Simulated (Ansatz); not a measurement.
Consider the atomization: `C#[C][Sn]([F])([F])[Cl]` → 2 C• + Cl• + 2 F• + H• + Sn•.

Program: Ansatz. Geometries: PBE0-D4/def2-TZVP. ΔE: electronic, gas phase. CBS: MP2 limit from def2 TZ/QZ plus the TZ coupled-cluster correction, frozen cores. This one scheme is used for every species, atoms too. For atomizations the MP2-based limit and the directly extrapolated one differ by several kJ/mol either way, and by 10 to 25 for some Ge, Se and Sn compounds, so smaller differences from it don't rank the levels. DFT in def2-TZVPP. No spin–orbit coupling; open shells (•) take unrestricted orbitals. Spin–orbit coupling would lower the free atoms: a little for C, Cl, F; strongly for Sn. def2 core potentials past Kr. For Sn outer-core shells are correlated without core-valence functions, so the limit isn't a true one: a few kJ/mol of doubt a bond, and 10 to 20 or more in all where bonds break to atoms.

Question: What is ΔE at CCSD(T)/CBS? (Estimate.)

Answer: The calculation gave: +652.3 kcal/mol.

Question: What do these levels give: PBE-QIDH, PBE, revPBE, BHLYP, HF/def2-SVP, CCSD/CBS(def2)? (Estimate.)

Answer: Ansatz gave: PBE-QIDH 639.8, PBE 663.4, revPBE 632.2, BHLYP 599.3, HF/def2-SVP 433.0, CCSD/CBS(def2) 634.7 kcal/mol.

Largest T1 diagnostic among the species: 0.014.

The D4 term adds +7.3 kcal/mol with B3LYP and +3.8 kcal/mol with PBE0; it sums over pairs of atoms, weighted by their polarisabilities, and B3LYP, whose exchange is more repulsive, gets the larger term. From PBE to PBE0 (25 % exact exchange), in def2-TZVPP and without D4, ΔE moves by −24.3 kcal/mol: exact exchange takes away binding that semilocal exchange gives to molecules. Leaving LDA and LC-ωPBE aside and taking each functional with its dispersion term where it has one, the values, not all of them listed here, spread over 62.1 kcal/mol, from BHLYP-D4 to PBE-D4. LDA lies +94.3 kcal/mol from PBE without D4, its usual overbinding.

B3LYP here is the variant with VWN-RPA as its local correlation; programs differ in this.
